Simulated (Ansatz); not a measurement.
Ideal-gas functions of CH₃AuF₃P, SMILES `[CH3][Au-][P+](F)(F)F` at 500 K and 1 bar, from an Ansatz frequency run at PBE0-D4/def2-TZVP.

Molar mass 299.97 g/mol, point group C3 (symmetry number 3), electronic degeneracy 1, moments of inertia 109.034, 638.945, 638.946 u Å². Harmonic wavenumbers (cm⁻¹, unscaled): 36, 78, 78, 205, 205, 216, 368, 368, 516, 561, 736, 736, 921, 929, 929, 1216, 1445, 1445, 3044, 3129, 3129.

Use S(trans) = R[1.5 ln M + 2.5 ln T − 1.1517]; rotational temperatures θ = 24.2544 K / I; S(rot) = R[ln(√π/σ · √(T³/θAθBθC)) + 1.5]; for each mode x = 1.438777 ν̃/T, S = R[x/(eˣ − 1) − ln(1 − e⁻ˣ)] and H = RT x/(eˣ − 1); 1 cm⁻¹ = 0.0119627 kJ/mol; R = 8.31446 J/(mol·K).

Problem. By hand: the entropy, in J/(mol·K).

Solution. Translation 190.7. Rotation: θ = 0.2224, 0.038, 0.038 K, giving 119.0. Vibration, mode by mode: 27.17, 20.75, 20.75, 12.82, 12.82, 12.40, 8.22, 8.22, 5.75, 5.18, 3.47, 3.47, 2.28, 2.24, 2.24, 1.16, 0.68, 0.68, 0.01, 0.01, 0.01, in all 150.4. Electronic 0.0. Sum 460.1 J/(mol·K).

Problem. By hand: H − E and G − E in kJ/mol, counted from the electronic energy.

Solution. Zero-point energy ½ × 20290 × 0.0119627 = 121.4; thermal vibration 34.5; translation, rotation and pV give 4 RT = 16.6. H − E = 172.5 kJ/mol, and G − E = 172.5 − 500 × 460.1/1000 = -57.6 kJ/mol.

Vibration gives 33 % of the entropy, 68.7 J/(mol·K) of it from the modes under 150 cm⁻¹: soft modes count most, and the harmonic formula is weakest for them. The sum counts one conformer and one mirror image; others add a mixing term.
